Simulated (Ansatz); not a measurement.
Start from `[SiH3][O][InH2]` and change one atom or group to get `O[SiH3]`.

Ansatz, PBE0-D4/def2-TZVP geometries, multiplicity 1. 

Elements past krypton have def2 core potentials.

```json
{"property": "size of the dipole moment (ωB97M-V/def2-TZVPP) / D", "`[SiH3][O][InH2]`": "2.71"}
{"property": "HOMO–LUMO gap (B3LYP/def2-TZVPP) / eV", "`[SiH3][O][InH2]`": "5.76"}
{"property": "HOMO–LUMO gap (PBE0/def2-TZVPP) / eV", "`[SiH3][O][InH2]`": "6.26"}
{"property": "LUMO energy (PBE/def2-TZVPP) / eV", "`[SiH3][O][InH2]`": "-2.52"}
{"property": "ideal-gas entropy at 298 K and 1 bar (rigid rotor, harmonic PBE0-D4/def2-TZVP) / J/(mol·K)", "`[SiH3][O][InH2]`": "345"}
{"property": "LUMO energy (PBE0/def2-TZVPP) / eV", "`[SiH3][O][InH2]`": "-1.79"}
```

Problem. Give the same properties after the change, and the shifts. (Best estimate.)

Solution. Ansatz gave: 
```
                                                                                  property  `O[SiH3]`  shift
                                        size of the dipole moment (ωB97M-V/def2-TZVPP) / D       1.32  -1.39
                                                     HOMO–LUMO gap (B3LYP/def2-TZVPP) / eV       8.27   2.51
                                                      HOMO–LUMO gap (PBE0/def2-TZVPP) / eV       8.77   2.51
                                                         LUMO energy (PBE/def2-TZVPP) / eV      -0.84   1.68
ideal-gas entropy at 298 K and 1 bar (rigid rotor, harmonic PBE0-D4/def2-TZVP) / J/(mol·K)        258    -87
                                                        LUMO energy (PBE0/def2-TZVPP) / eV       0.04   1.83
```

With PBE0 the HOMO falls by 0.68 eV and the LUMO rises by 1.83 eV, so the gap widens by about 2.51 eV. PBE moves the HOMO by -0.54 eV and ωB97M-V by -0.73 eV. The zero-point energy changes by -6.2 kJ/mol with -6 modes. Dipoles are sizes alone; their direction can turn. Modes under 60 cm⁻¹, often nearly free rotors, make the harmonic entropy too high.

B3LYP here is the variant with VWN-RPA as its local correlation; programs differ in this.
